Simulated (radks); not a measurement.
Spherical quantum dot in the effective-mass picture: electrons in a parabolic well V = omega^2 r^2 / 2 with omega = 0.291, all in effective atomic units (hartree* = m*/eps^2 hartree, bohr* = eps/m* bohr), one dielectric constant everywhere. Calculated with a radial shooting solver with Libxc functionals: non-relativistic Kohn-Sham, PBE, spin-polarised, spherical densities. Levels are named by radial order and angular momentum (1s, 1p, 1d, 2s, ...), and open shells are averaged over m. Results are scaled to m* = 0.406 and eps = 16.9, for which hartree* = 38.68 meV and bohr* = 2.203 nm.

N = 5, configuration 1s2 1p(up 3, down 0). This is the lowest configuration that the search found. Occupied and some empty levels:

level,occupation,eigenvalue (meV),<r> (nm)
1s up,1,65.948,6.173
1s down,1,68.081,5.859
1p up,3,72.329,7.458
1p down,0,75.118,7.433
1d up,0,80.048,8.475
1d down,0,82.871,8.583
2s up,0,82.913,7.519
2s down,0,84.159,7.633
1f up,0,88.624,9.371
1f down,0,91.227,9.530

Energy (meV): total 225.077, kinetic 40.027, external 89.307, Hartree 138.64, exchange-correlation -42.900.
